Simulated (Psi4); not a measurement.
A dimer, BF3 ··· CH3Br (SMILES FB(F)F and CBr); the first 4 atoms form monomer A.

```
9

F      1.1568    -0.6200     0.0896
B      0.0000     0.0001    -0.0002
F     -0.0416     1.3148    -0.0235
F     -1.1152    -0.6949    -0.0659
C     -1.7999     1.5580    -5.1915
Br    -0.3838     0.2109    -5.0846
H     -2.7260     1.0437    -5.4224
H     -1.5316     2.2554    -5.9771
H     -1.8555     2.0535    -4.2287
```

**Question.** What interaction energy does SAPT0/jun-cc-pVDZ, frozen core (Psi4) give, and which attractive term is the largest?

**Answer.** Total -2.28 kJ/mol: electrostatics -1.78, exchange 0.05, induction -0.07, dispersion -0.47. The most attractive term is electrostatics.
